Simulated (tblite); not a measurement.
Write Cartesian coordinates for `FC(F)C(F)(F)C(F)(F)F` (1,1,1,2,2,3,3-heptafluoropropane) as optimised with GFN2-xTB.

```
atom  x, y, z in Å
F1     1.2948    0.4023   -1.4867
C2     1.3066    0.2995   -0.1507
F3     1.2752    1.5386    0.3577
C4     0.0754   -0.5080    0.3341
F5     0.1748   -1.7706   -0.1268
F6     0.1044   -0.5810    1.6792
C7    -1.2995    0.0767   -0.1033
F8    -1.4634    1.3104    0.3606
F9    -1.4069    0.1128   -1.4266
F10   -2.2892   -0.6742    0.3680
H11    2.2332   -0.2039    0.1686
```

Any rigid rotation of these coordinates is as good. Atoms count from 1 in this order. Of the pairs four or more bonds apart, F1···F9 is among the closest relative to their van der Waals radii: 2.72 Å, 92 % of the sum of Bondi's values.

Bonds between heavy atoms (Å): F1–C2 1.340, C2–F3 1.340, C2–C4 1.550, C4–F5 1.348, C4–F6 1.347, C4–C7 1.557, C7–F8 1.328, C7–F9 1.328, C7–F10 1.329.

The geometry is computed with GFN2-xTB (gas phase).

Its lowest GFN2-xTB frequency is 7 cm⁻¹, too small to tell a flat minimum from a shallow saddle. One conformer, not necessarily the lowest (F1–C2–C4–F5 65°). 2 starts were optimised and ended at 0.00 and 0.75 kcal/mol (GFN2-xTB); the lowest of these is shown.
